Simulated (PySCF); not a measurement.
# Computed structure and properties of [Tm(H2O)2]3+

System: [Tm(H2O)2]3+ (singlet in the valence; each metal's 4f electrons, 12 of them, lie in its core potential, out of spins and levels); start: displaced along the imaginary mode (Cs). Method: PySCF 2.14.0, RKS PBE0, Tm lcecp-1-SVP with ECP58, O def2-SVP, H def2-SVP; non-relativistic Hamiltonian with scalar-relativistic core potentials where named; density fitting; no spin-orbit coupling.

Input of the relaxation:

```python
mol = gto.M(atom='''
Tm    -0.02811     0.02811    -0.00000
O      0.12302    -0.13106     2.20488
H      0.71808     0.36467     2.83275
H     -0.37499    -0.72840     2.82877
O      0.13066    -0.12262    -2.20485
H      0.71746    -0.70740    -2.76183
H     -0.37536     0.38593    -2.89962''',
    basis={'Tm': 'lcecp-1-SVP', 'O': 'def2-SVP', 'H': 'def2-SVP'},
    ecp={'Tm': 'lcecp-1-SVP'},
    charge=3, spin=0)
mf = dft.RKS(mol, xc='PBE0')
mf.grids.atom_grid = (50, 194)  # f atoms: unpruned, at least (60, 302)
mf = mf.density_fit()  # fitting sets: Tm AutoAux, O def2-universal-JKFIT, H def2-universal-JKFIT
mf.conv_tol = 1e-08; mf.max_cycle = 55
mf.kernel(dm0)  # dm0: converged density of the start geometry
# quasi-Newton relaxation in Cartesian coordinates to a largest gradient under 0.00045 Eh/bohr, steps kept in the point group
```

Run from Python with OMP_NUM_THREADS=2; the lines above give its settings. Where DIIS fails, smearing, a level shift and second-order steps follow.
It took 78 s on 2 threads of Arm Neoverse V2, with other jobs on the host, from the converged density of the start.

Course of the relaxation:

```
step  energy above end (eV)  largest force component within the symmetry (eV/Å)
   0                 0.1886                                               0.127
   1                 0.1854                                               0.066
   2                 0.1837                                               0.157
   3                 0.1802                                               0.122
   4                 0.1765                                               0.117
   5                 0.1713                                               0.135
   6                 0.1635                                               0.159
   7                 0.1513                                               0.221
  16                 0.0106                                               0.267
  17                 0.0030                                               0.328
  18                 0.0015                                               0.100
  19                 0.0003                                               0.074
  20                 0.0001                                               0.036
  21                 0.0000                                               0.015
```
(The steps between are left out.)

Relaxed geometry (Cs):

```xyz
7

Tm   -0.7828    0.7827    0.0221
O     0.1404   -0.1468    1.7570
H     0.9424    0.1483    2.2682
H    -0.1566   -0.9507    2.2642
O     0.0889   -0.0825   -1.7635
H     0.7903   -0.7836   -1.8306
H    -0.1119    0.1218   -2.7172
```

```
     contact      Å
Tm1–O2 (H2O)  2.174
Tm1–O5 (H2O)  2.167
```

On the finer grid (75, 302):

```json
{
 "HOMO": "-26.96 eV",
 "LUMO": "-18.88 eV",
 "Dipole about the centre of mass": "3.46 D",
 "Set of Mulliken populations of Tm1 outside the core potential": "s 2.11, p 6.12, d 0.54, f 0.03",
 "D3(BJ) dispersion energy (not in the energies)": "-0.076 eV"
}
```

```
atom  Mulliken (e)  Löwdin (e)  spin (e)
 Tm1          2.20        1.97      0.00
  O2         -0.32        0.05      0.00
  H3          0.36        0.23      0.00
  H4          0.36        0.23      0.00
  O5         -0.31        0.05      0.00
  H6          0.36        0.23      0.00
  H7          0.36        0.23      0.00
```

The 4f levels lie in the core potential and are missing. Their spin isn't counted.

No frequency check is given for this geometry.

Taking off one H2O (charge 0, singlet; the rest: singlet) in vacuum, both parts rigid, costs 4.62 eV; the small basis without counterpoise inflates it. Parting with an electron moved from the ligand to the metal can be far cheaper, even downhill.

Rigid scan of H2O along the line from its metal:

```csv
distance to O2 (Å),energy (eV)
1.87,0.866
1.97,0.326
2.07,0.069
2.17,0.000
2.27,0.054
2.37,0.187
2.57,0.572
```

One start shape was tried, so this needn't be the lowest isomer.

An lcecp potential fixes the number of 4f electrons, so in runs with it no electron can move into or out of that shell.
